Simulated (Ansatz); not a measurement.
Si₉⁻. Total charge -1; doublet. Geometry PBE-D4/def2-SVP.

```xyz
9

Si    1.475    0.730   -0.659
Si   -1.704   -0.696    0.589
Si   -1.878   -2.427   -0.876
Si   -0.433    1.865    0.264
Si    0.675    2.720   -1.527
Si   -1.501    1.020    2.172
Si    2.436   -1.354   -1.143
Si    0.260   -1.720   -0.346
Si    0.670   -0.139    1.527
```

Another isomer (doublet) lies 0.21 eV lower at PBE0-D4/def2-TZVPD; other spin states weren't run for this one.

Problem. Estimate the α-spin orbital energies around the gap (eV) in Ansatz with PBE-D4/def2-TZVPD, r2SCAN-D4/def2-TZVPD, PBE0-D4/def2-TZVPD.

Solution. 
```tsv
orbital	PBE-D4/def2-TZVPD	r2SCAN-D4/def2-TZVPD	PBE0-D4/def2-TZVPD
HOMO−5	-2.72	-2.93	-3.56
HOMO−4	-2.12	-2.31	-2.90
HOMO−3	-2.11	-2.29	-2.89
HOMO−2	-1.96	-2.15	-2.72
HOMO−1	-1.35	-1.51	-2.03
HOMO	-1.05	-1.30	-1.79
LUMO	0.34	0.34	0.88
LUMO+1	0.56	0.59	1.12
LUMO+2	0.73	0.80	1.35
LUMO+3	1.05	1.20	1.67
LUMO+4	1.23	1.39	1.89
LUMO+5	1.64	1.81	2.28
β HOMO	-1.33	-1.49	-2.01
β LUMO	-0.41	-0.27	0.23
```
